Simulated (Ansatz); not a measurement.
Consider the ligand exchange at a B–O bond: `OB(F)O[SiH3]` + HBr → `OB(F)Br` + `O[SiH3]`.

Program: Ansatz. Geometries: PBE0-D4/def2-TZVP. ΔE: electronic, gas phase. CCSD(T)/CBS is the MP2 limit (def2-TZVPP, def2-QZVPP) plus CCSD(T) − MP2 in def2-TZVPP, frozen cores. Functionals use def2-TZVPP. For Br outer-core shells are correlated without core-valence functions, which leaves a few kJ/mol of doubt a bond. Scalar relativity is left out up to krypton. One conformer a species, not always the lowest.

`OB(F)O[SiH3]`:

```xyz
9

O    -1.712    0.206   -0.368
B    -0.632    1.028   -0.429
F    -0.774    2.289   -0.843
O     0.594    0.594   -0.077
Si    1.133   -0.872    0.470
H    -2.529    0.629   -0.643
H     2.590   -0.728    0.687
H     0.870   -1.924   -0.542
H     0.460   -1.221    1.746
```

HBr:

```xyz
2

Br   -0.523    0.478   -0.038
H     0.523   -0.478    0.038
```

`OB(F)Br`:

Cartesian coordinates in Å:
```
O 0.027 -1.091 0.085
B 0.303 0.220 0.109
F 1.470 0.620 0.561
Br -0.955 1.551 -0.497
H -0.845 -1.300 -0.258
```

`O[SiH3]`:

```xyz
6

O    -0.007   -0.780    1.017
Si    0.109    0.321   -0.204
H    -0.572   -1.541    0.881
H     0.649   -0.293   -1.448
H     1.034    1.370    0.282
H    -1.213    0.923   -0.528
```

(1) Is it downhill or uphill in electronic energy at CCSD(T)/CBS, and by how much? (An estimate is asked.)

(2) What do these levels give: B97M-V, CAM-B3LYP-D4, revPBE, CAM-B3LYP, HF/def2-SVP, HF/def2-QZVPP? (An estimate is asked.)

Largest T1 diagnostic among the species: 0.012.

Answers

(1) Ansatz gave: Uphill: ΔE = +14.0 kcal/mol.

(2) Ansatz gave: B97M-V 14.6, CAM-B3LYP-D4 16.2, revPBE 10.7, CAM-B3LYP 15.9, HF/def2-SVP 21.1, HF/def2-QZVPP 18.4 kcal/mol.

From r2SCAN to r2SCAN0 (25 % exact exchange), in def2-TZVPP and without D4, ΔE moves by +0.8 kcal/mol. In def2-TZVPP, CCSD(T) changes the Hartree–Fock value by −3.4 kcal/mol (the triples alone add −0.7 kcal/mol) and MP2 by −5.0 kcal/mol. At CCSD(T), def2-SVP lies +4.9 kcal/mol from the extrapolated value and def2-TZVPP +0.7 kcal/mol.
